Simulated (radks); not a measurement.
The numbers below are computed, except where a source is named.
The copper ion Cu+, [Ar] 3d10. Level of theory: non-relativistic Kohn-Sham, exchange-only PBE, spin-polarised, spherical densities, point nucleus (a radial shooting solver on a logarithmic mesh with Libxc functionals). Every spin shell is full or empty, so the densities are truly spherical. Functionals are evaluated on that one density, not self-consistently. Rank these exchange functionals by their error against the exact value of the orbitals, and give that value: LDA, PBEsol, revPBE, RPBE, PW86, OPTX, B86b, EV93, TPSS, revTPSS, r2SCAN, MS2, TASK, MVS.

Answer. Exact: -65.3992 hartree. From best to worst, with 100 (|E| - |E exact|)/|E exact| (equal figures are ties): MS2 +0.02, revPBE +0.22, MVS +0.28, r2SCAN +0.28, RPBE +0.31, revTPSS -0.34, TPSS +0.41, B86b +0.51, PW86 +0.60, EV93 +0.66, OPTX +1.07, PBEsol -2.33, TASK -2.44, LDA -5.69.
